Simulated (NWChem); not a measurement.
Species: BiHCl2; SMILES [BiH]([Cl])[Cl]

```xyz
4

Bi    -0.4070     0.0239     0.0000
H     -0.5698    -1.7761     0.0000
Cl     1.1687     0.0179    -1.9002
Cl     1.1687     0.0179     1.9002
```
Atoms are numbered in this order, from 1.

Level: PBE0/def2-SVP with def2 effective core potentials on Bi (NWChem), optimised geometry, unscaled harmonic frequencies. def2 effective core potentials on Bi; no spin-orbit coupling.

| frequency (cm⁻¹) | IR intensity (km/mol) |
|---|---|
| 103 | 2.3 |
| 335 | 55.9 |
| 345 | 23.2 |
| 554 | 16.1 |
| 578 | 16.1 |
| 1815 | 240.7 |

```json
{
 "zero_point_energy": "5.3 kcal/mol",
 "thermal correction to the enthalpy at 298.15 K (with zero-point energy)": "8.8 kcal/mol",
 "heat capacity Cv": "13.3 cal/(mol K)",
 "entropy at 298.15 K and 1 atm (symmetry number 1)": "77.5 cal/(mol K)"
}
```

Rigid rotor and harmonic oscillator.
